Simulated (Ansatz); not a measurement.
C2H11NSSi2, singlet, at a GFN2-xTB geometry. Base run: MP2/def2-SV(P) run with Ansatz (a first-principles code).

Ansatz was given this input:
Ansatz 0.2 input:
```yaml
crystal:
  periodic: [false, false, false]
  atoms:
    - {symbol: Si, position_ang: [2.90866686, -0.02452462, -0.14175097]}
    - {symbol: S, position_ang: [0.97855680, 0.81886011, -0.47858307]}
    - {symbol: Si, position_ang: [-0.29358813, -0.64341779, 0.44795049]}
    - {symbol: N, position_ang: [-1.89085089, -0.20746961, 0.03967265]}
    - {symbol: C, position_ang: [-2.97213255, -1.08165095, 0.41281191]}
    - {symbol: C, position_ang: [-2.33223893, 1.13826968, -0.24184488]}
    - {symbol: H, position_ang: [2.96009517, -1.34519039, -0.75630616]}
    - {symbol: H, position_ang: [3.12976765, -0.13288664, 1.29524704]}
    - {symbol: H, position_ang: [3.80328636, 0.92686424, -0.77512114]}
    - {symbol: H, position_ang: [-0.02614879, -1.95783863, -0.13243581]}
    - {symbol: H, position_ang: [0.05262724, -0.65036791, 1.87659854]}
    - {symbol: H, position_ang: [-2.59980002, -2.09417092, 0.53938651]}
    - {symbol: H, position_ang: [-3.73752878, -1.08067620, -0.36737885]}
    - {symbol: H, position_ang: [-3.43999856, -0.76454413, 1.35187347]}
    - {symbol: H, position_ang: [-1.48084490, 1.74613640, -0.53395322]}
    - {symbol: H, position_ang: [-2.81285709, 1.59253281, 0.63156947]}
    - {symbol: H, position_ang: [-3.05442406, 1.12214843, -1.06245453]}
basis:
  gaussian:
    orbitals: def2-SV_P_.json
magnetization: {spin_polarized: false}
correlation: {method: mp2}
```
The basis file holds def2-SV(P) in the JSON format of the Basis Set Exchange.

All variants below ran on the same shared machine, one core each. Differences are taken from the largest basis of the def2 family in the series, which isn't the basis-set limit (def2-TZVPP: -1113.126392 Eh). The cheapest run took roughly 6 core-seconds.

```csv
setting,basis functions,"cost, times the cheapest (rough)",difference in total energy (mEh)
def2-SV(P),118,1,820.58
def2-SVP,151,1,706.14
def2-TZVP,270,5,40.21
def2-TZVPP,373,7,reference
```

Times come from a shared machine, hold the start-up and are rough. Total energies converge more slowly with the basis than energy differences do.
